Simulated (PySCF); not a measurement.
Computed IR spectrum (relative IR intensity) of a molecule H2O2S2W, multiplicity 1. Geometry: PBE-D3(BJ)/def2-SVP. The spin state was assumed, not searched. The def2 effective core potentials stand for the cores of W; spin–orbit coupling is left out. Other conformers were not sampled. All values below come from PySCF 2.14.0 with PBE-D3(BJ)/def2-SVP. Frequencies are harmonic and unscaled.

Lines under 2 % of the strongest are left out, and lines within 2 cm⁻¹ are merged.

ν (cm⁻¹): 157 (w), 194 (w), 269 (w), 275 (m), 385 (m), 605 (w), 608 (m), 959 (vs), 989 (s), 2594 (w) (against the strongest line: vs over 80 %, s over 45 %, m over 15 %, w over 4 %, vw less)

**Question.** Which structure fits?
(A) [O]=[W]([OH])(=[S])[SH]
(B) [O]=[W](=[O])([SH])[SH]
(C) [OH][W]([OH])(=[S])=[S]

**Answer.** B, [O]=[W](=[O])([SH])[SH]
